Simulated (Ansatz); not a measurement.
`C=C(O)SC` + `FC1=C[SiH2]1` → `CC1=C(F)[SiH2]1` + `C=C(O)S`  (formal exchange of groups at a C–S bond)

Isolated molecules relaxed with PBE0-D4/def2-TZVP in Ansatz; ΔE leaves out vibrations. CBS: MP2 limit from def2 TZ/QZ plus the TZ coupled-cluster correction, frozen cores. Functionals use def2-TZVPP. B3LYP here is the variant with VWN-RPA as its local correlation; programs differ in this. One conformer a species, not always the lowest.

```tsv
level	ΔE (kcal/mol)
B3LYP-D4	-5.0
PBE	-5.3
PBE0	-5.4
HF/CBS(def2)	-5.1
```

What does CCSD(T)/CBS give? (An estimate is asked.)

The calculation gave: -4.3 kcal/mol. The listed levels differ from it by -0.7, -1.0, -1.1, -0.8 kcal/mol.

Largest T1 diagnostic among the species: 0.014.
